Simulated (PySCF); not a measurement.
C₂HBCl₂, SMILES C#CB(Cl)Cl. Coordinates come from a PBE-D3(BJ)/def2-SVP optimisation.

Level of theory: PBE-D3(BJ)/def2-SVP run with PySCF.

Harmonic wavenumbers (cm⁻¹): 131, 206, 252, 439, 491, 525, 660, 735, 952, 1085, 2113, 3392. Rotational constants (GHz): 3.091, 2.686, 1.437; symmetry number 2.

Q: Work out the zero-point energy and the ideal-gas rigid-rotor harmonic-oscillator thermochemistry at 298.15 K and 1 atm.

A: ZPE = ½ Σ hcν = ½ × 10981 cm⁻¹ = 15.70 kcal/mol. H − E(el) = 19.78 kcal/mol. Entropy in cal/(mol K): translation 39.91, rotation 26.31, vibration 9.64, total 75.87. G − E(el) = -2.84 kcal/mol. Cp = 19.71 cal/(mol K). Modes under 150 cm⁻¹ make the vibrational entropy uncertain.
